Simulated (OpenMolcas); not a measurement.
**Ag⁵⁺: the spin-orbit constant, worked from levels**

```yaml
Program: OpenMolcas 26.06
Basis: ANO-RCC-VTZP [7s6p4d2f1g]
Scalar_Hamiltonian: DKH2, point nucleus
Active_space: 12 electrons in 8 orbitals (RAS1 4p, at most 2 holes; RAS2 4d)
State_averaging: 2S+1 = 5 even, 5 roots; 2S+1 = 3 even, 45 roots; 2S+1 = 1 even, 49 roots
Spin-orbit_coupling: state interaction with AMFI integrals over the reference wave functions, term energies averaged over their components
```

Methods: RASSCF; MS-RASPT2, IPEA 0.25 Eh, imaginary shift 0.1 Eh (closed shells correlated: 4s). Measured levels: the list in Gamrath, thesis, University of Mons (2023).

**The spin-orbit constant.** For the Hund term 5D of d6, E(J) = (A/2) J(J+1) + constant and ζ = -2S·A = -4A. From J = 0 to J = 4 the energy changes by 10 A.

```json
{"Source": "RASSCF", "E(4) - E(0)": "-5193.0", "A": "-519.3", "ζ": "2077"}
{"Source": "MS-RASPT2", "E(4) - E(0)": "-5239.5", "A": "-524.0", "ζ": "2096"}
{"Source": "measured", "E(4) - E(0)": "-5380.0", "A": "-538.0", "ζ": "2152"}
```

All in cm-1. MS-RASPT2 is off by -2.6 % and RASSCF by -3.5 %. Both methods take the spin-orbit matrix elements from the reference wave functions, so the second can move ζ only through the term energies and any multistate remixing. Second-order mixing with other terms is absorbed into this ζ.

Active for correlation alone: 4p; no level in the range computed is led by a configuration that opens it, so any true level of that kind is missing. Without dynamic correlation excited terms often stand tens of per cent too high (terms of higher spin than the ground term too low), and those without a measured partner can miss by more than the paired ones (holds for RASSCF). Measured partners are found by configuration, term and J. A level has none where our copy of the source lacks it or the pairing is in doubt (some pairs that miss far off the trend of their configuration count as doubtful), and it then counts in no deviation. Levels of configurations outside the active space are missing.
